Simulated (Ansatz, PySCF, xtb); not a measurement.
Gas-phase reaction in SMILES: CC(C)NB(F)F + 6 [H][H] (H2) → B (BH3) + 3 C (CH4) + 2 F (HF) + N (NH3)
Each molecule is optimised on its own at B3LYP-D3(BJ)/def2-TZVP (Ansatz, a first-principles code), one conformer each, not searched for the lowest. Frequencies are from Ansatz or PySCF.
Geometry of the first species:
```xyz
15

C     -1.9110    -1.3084     0.2809
C     -1.1738    -0.0060    -0.0240
C     -1.9287     1.2093     0.5105
N      0.1877    -0.0450     0.5074
B      1.3705     0.0298    -0.2211
F      1.3718     0.1513    -1.5533
F      2.5612    -0.0174     0.3877
H     -2.0053    -1.4534     1.3607
H     -2.9167    -1.2941    -0.1428
H     -1.3735    -2.1629    -0.1311
H     -1.0756     0.0934    -1.1062
H     -2.9346     1.2579     0.0899
H     -2.0235     1.1553     1.5986
H     -1.4036     2.1316     0.2606
H      0.2500    -0.1360     1.5104
```

Property: energy of full hydrogenation (enthalpy at 298 K, with B3LYP-D3(BJ) rigid-rotor harmonic-oscillator terms), in kcal/mol. Cores are frozen in the correlated levels unless marked. Spin-orbit coupling is left out. Non-relativistic. CBS marks a two-point X^-3 extrapolation of the correlation energy; Hartree-Fock from the larger set.

```csv
level,program,energy of full hydrogenation (kcal/mol)
GFN1-xTB,xtb,8.9
SVWN5/def2-TZVPD,Ansatz,64.5
PBE/def2-TZVPD,Ansatz,___
revPBE-D4/def2-TZVPD,Ansatz + dftd4,___
r2SCAN-D3(BJ)/def2-TZVPD,Ansatz + dftd3,58.7
B3LYP-D3(BJ)/def2-TZVPD,Ansatz + dftd3,52.3
B3LYP-D4/def2-TZVPD,Ansatz + dftd4,52.9
PBE0-D3(BJ)/def2-TZVP,Ansatz + dftd3,55.0
r2SCANh/def2-TZVPD,Ansatz,55.8
HSE06-D3(BJ)/def2-TZVPD,Ansatz + dftd3,50.3
HSE06-D4/def2-TZVPD,Ansatz + dftd4,51.2
HSE06/def2-TZVPD,Ansatz,47.4
wB97X/def2-TZVPD,Ansatz,___
SCS-MP2/cc-pVQZ,Ansatz,52.1
CCSD/aug-cc-pVDZ,Ansatz,35.2
"CCSD(T)/CBS(cc-pVTZ,cc-pVQZ)",Ansatz,52.6
```

What belongs in the gaps?


- PBE/def2-TZVPD, energy of full hydrogenation (kcal/mol): 49.9
- revPBE-D4/def2-TZVPD, energy of full hydrogenation (kcal/mol): 57.4
- wB97X/def2-TZVPD, energy of full hydrogenation (kcal/mol): 46.3
